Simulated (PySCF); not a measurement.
C3H8OSi, singlet, geometry from GFN2-xTB; PBE0/6-31G, polarisability run with PySCF.

PySCF was given this input:
```python
from pyscf import gto, scf, dft
from pyscf.prop import polarizability

mol = gto.M(
    atom='''
Si    0.063241   -0.791834    0.399344
C    -1.723418   -0.344935    0.048452
C    -2.144874    0.765026   -0.535188
O     0.891212    0.479847   -0.175371
C     2.268885    0.681569   -0.177199
H     0.304413   -0.973178    1.838665
H     0.456677   -2.032323   -0.285559
H    -2.455161   -1.079117    0.362065
H    -3.190000    0.972178   -0.713389
H    -1.448092    1.519283   -0.861318
H     2.664803    0.686483    0.841604
H     2.470405    1.646848   -0.644045
H     2.778333   -0.103232   -0.742252
''',
    basis='6-31g',
    charge=0,
    spin=0,
    verbose=4,
)

mf = dft.RKS(mol)
mf.xc = 'pbe0'
mf.kernel()
alpha = mf.Polarizability().polarizability()[2, 2]
print('alpha_zz =', alpha)
```

The log (banner, timings and long lists left out):

```
site-packages/pyscf/prop/efg/rhf.py:45: UserWarning: Module EFG is under testing
  warnings.warn('Module EFG is under testing')
site-packages/pyscf/prop/efg/dhf.py:30: UserWarning: Module EFG is under testing
  warnings.warn('Module EFG is under testing')
site-packages/pyscf/prop/zfs/uhf.py:40: UserWarning: Module ZFS is under testing
  warnings.warn('Module ZFS is under testing')
site-packages/pyscf/prop/gtensor/uhf.py:43: UserWarning: Module g-tensor is under testing
  warnings.warn('Module g-tensor is under testing')
site-packages/pyscf/prop/gtensor/uks.py:41: UserWarning: Module g-tensor is under testing
  warnings.warn('Module g-tensor is under testing')
site-packages/pyscf/prop/hfc/uks.py:35: UserWarning: Module HFC is under testing
  warnings.warn('Module HFC is under testing')
site-packages/pyscf/prop/magnetizability/rhf.py:39: UserWarning: Module magnetizability is under testing
  warnings.warn('Module magnetizability is under testing')
site-packages/pyscf/prop/magnetizability/uhf.py:37: UserWarning: Module magnetizability is under testing
  warnings.warn('Module magnetizability is under testing')
site-packages/pyscf/prop/magnetizability/rks.py:37: UserWarning: Module magnetizability is under testing
  warnings.warn('Module magnetizability is under testing')
site-packages/pyscf/prop/magnetizability/uks.py:39: UserWarning: Module magnetizability is under testing
  warnings.warn('Module magnetizability is under testing')
site-packages/pyscf/prop/polarizability/uhf.py:34: UserWarning: Module polarizability is under testing
  warnings.warn('Module polarizability is under testing')
site-packages/pyscf/prop/polarizability/rks.py:29: UserWarning: Module polarizability is under testing
  warnings.warn('Module polarizability is under testing')
site-packages/pyscf/prop/polarizability/uks.py:29: UserWarning: Module polarizability is under testing
  warnings.warn('Module polarizability is under testing')
PySCF version 2.14.0

[INPUT] verbose = 4
[INPUT] num. atoms = 13
[INPUT] num. electrons = 48
[INPUT] charge = 0
[INPUT] spin (= nelec alpha-beta = 2S) = 0
[INPUT] symmetry False subgroup None
[INPUT] Mole.unit = angstrom
[INPUT] Symbol           X                Y                Z      unit          X                Y                Z       unit  Magmom
[INPUT]  1 Si     0.063241000000  -0.791834000000   0.399344000000 AA    0.119508169844  -1.496349396119   0.754650789488 Bohr   0.0
[INPUT]  2 C     -1.723418000000  -0.344935000000   0.048452000000 AA   -3.256788018146  -0.651832680777   0.091561010187 Bohr   0.0
[INPUT]  3 C     -2.144874000000   0.765026000000  -0.535188000000 AA   -4.053224431700   1.445689618172  -1.011358745154 Bohr   0.0
[INPUT]  4 O      0.891212000000   0.479847000000  -0.175371000000 AA    1.684146598926   0.906779411694  -0.331403160191 Bohr   0.0
[INPUT]  5 C      2.268885000000   0.681569000000  -0.177199000000 AA    4.287571258134   1.287978744994  -0.334857579547 Bohr   0.0
[INPUT]  6 H      0.304413000000  -0.973178000000   1.838665000000 AA    0.575257198757  -1.839039890452   3.474573284823 Bohr   0.0
[INPUT]  7 H      0.456677000000  -2.032323000000  -0.285559000000 AA    0.862994457388  -3.840533866654  -0.539628302405 Bohr   0.0
[INPUT]  8 H     -2.455161000000  -1.079117000000   0.362065000000 AA   -4.639581881713  -2.039235586362   0.684203689291 Bohr   0.0
[INPUT]  9 H     -3.190000000000   0.972178000000  -0.713389000000 AA   -6.028226337363   1.837150164327  -1.348109830277 Bohr   0.0
[INPUT] 10 H     -1.448092000000   1.519283000000  -0.861318000000 AA   -2.736497283174   2.871028775708  -1.627655126158 Bohr   0.0
[INPUT] 11 H      2.664803000000   0.686483000000   0.841604000000 AA    5.035747845919   1.297264859170   1.590401065338 Bohr   0.0
[INPUT] 12 H      2.470405000000   1.646848000000  -0.644045000000 AA    4.668388866756   3.112091688788  -1.217068661896 Bohr   0.0
[INPUT] 13 H      2.778333000000  -0.103232000000  -0.742252000000 AA    5.250288452841  -0.195080207291  -1.402652995411 Bohr   0.0

nuclear repulsion = 227.271393917422
number of shells = 43
number of NR pGTOs = 166
number of NR cGTOs = 65
basis = 6-31g
ecp = {}

******** <class 'pyscf.dft.rks.RKS'> ********
method = RKS
initial guess = minao
damping factor = 0
level_shift factor = 0
DIIS = <class 'pyscf.scf.diis.CDIIS'>
diis_start_cycle = 1
diis_space = 8
diis_damp = 0
SCF conv_tol = 1e-09
SCF conv_tol_grad = None
SCF max_cycles = 50
direct_scf = True
direct_scf_tol = 1e-13
XC library pyscf.dft.libxc version 7.1.2
    S. Lehtola, C. Steigemann, M. J. T. Oliveira, and M. A. L. Marques,  SoftwareX 7, 1–5 (2018)
XC functionals = pbe0
    C. Adamo and V. Barone,  J. Chem. Phys. 110, 6158 (1999)
    M. Ernzerhof and G. E. Scuseria,  J. Chem. Phys. 110, 5029 (1999)
radial grids:
    Treutler-Ahlrichs [JCP 102, 346 (1995); DOI:10.1063/1.469408] (M4) radial grids

becke partition: Becke, JCP 88, 2547 (1988); DOI:10.1063/1.454033
pruning grids: <function nwchem_prune>
grids dens level: 3
symmetrized grids: False
atomic radii adjust function: <function treutler_atomic_radii_adjust>
small_rho_cutoff = 0
Set gradient conv threshold to 3.16228e-05
Initial guess from minao.
tot grids = 154080
init E= -483.811771348349
  HOMO = -0.319257708687728  LUMO = -0.0775132882257135  gap/eV = 6.57820
cycle= 1 E= -483.270622637572  delta_E= 0.541  |g|= 0.661  |ddm|= 3.15
  HOMO = -0.144190680846499  LUMO = 0.0525548489838008  gap/eV = 5.35372
cycle= 2 E= -483.130134806678  delta_E= 0.14  |g|= 1.07  |ddm|= 1.82
  HOMO = -0.266804997248232  LUMO = 0.0237510684214342  gap/eV = 7.90643
cycle= 3 E= -483.362996638947  delta_E= -0.233  |g|= 0.0806  |ddm|= 1.22
  HOMO = -0.279465165768001  LUMO = 0.00882836056750946  gap/eV = 7.84487
cycle= 4 E= -483.364390918117  delta_E= -0.00139  |g|= 0.0324  |ddm|= 0.113
  HOMO = -0.278517108385591  LUMO = 0.0134274224151438  gap/eV = 7.94422
cycle= 5 E= -483.364659904541  delta_E= -0.000269  |g|= 0.00899  |ddm|= 0.0361
  HOMO = -0.278523209754632  LUMO = 0.0135686587484267  gap/eV = 7.94822
cycle= 6 E= -483.364680957808  delta_E= -2.11e-05  |g|= 0.00225  |ddm|= 0.00969
  HOMO = -0.278621001076686  LUMO = 0.0133920883420873  gap/eV = 7.94608
cycle= 7 E= -483.3646824638  delta_E= -1.51e-06  |g|= 0.000236  |ddm|= 0.00285
  HOMO = -0.278583619457477  LUMO = 0.0134390920294898  gap/eV = 7.94634
cycle= 8 E= -483.364682483933  delta_E= -2.01e-08  |g|= 5.53e-05  |ddm|= 0.000474
  HOMO = -0.278587468676074  LUMO = 0.013436397364504  gap/eV = 7.94637
cycle= 9 E= -483.364682484879  delta_E= -9.47e-10  |g|= 1.82e-05  |ddm|= 9.62e-05
  HOMO = -0.278587257005417  LUMO = 0.0134364152676683  gap/eV = 7.94637
Extra cycle  E= -483.36468248487  delta_E= 9.32e-12  |g|= 2.01e-05  |ddm|= 2.97e-05
converged SCF energy = -483.36468248487
Isotropic polarizability 53.5189263647
Polarizability anisotropy 16.3079505648
alpha_zz = 43.05878069724942
```
